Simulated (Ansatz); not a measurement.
Compare A (`C[Si](N)(S)Cl`) with its isomer B (`N[SiH](S)CCl`).

Program: Ansatz. Geometries: PBE0-D4/def2-TZVP. ΔE: electronic, gas phase. CBS: MP2 limit from def2 TZ/QZ plus the TZ coupled-cluster correction, frozen cores. Functionals use def2-TZVPP. B3LYP here is the variant with VWN-RPA as its local correlation; programs differ in this. One conformer a species, not always the lowest.

(1) Which isomer does CCSD(T)/CBS put lower? Give the gap. (An estimate is asked.)

(2) Give E(B) − E(A) in kcal/mol with B3LYP, r2SCAN-D4, PBE-D4, CCSD/def2-TZVPP, CCSD(T)/def2-TZVPP, PBE0-D4, MP2/def2-TZVPP. (Estimate.)

Largest T1 diagnostic: 0.010.

Answers

(1) Computed: A, by 44.3 kcal/mol.

(2) Ansatz gave: B3LYP 43.5, r2SCAN-D4 45.3, PBE-D4 42.9, CCSD/def2-TZVPP 44.2, CCSD(T)/def2-TZVPP 43.8, PBE0-D4 44.2, MP2/def2-TZVPP 45.6. None reverses the order clearly.

From PBE to PBE0 (25 % exact exchange), in def2-TZVPP and without D4, E(B) − E(A) moves by +1.4 kcal/mol.
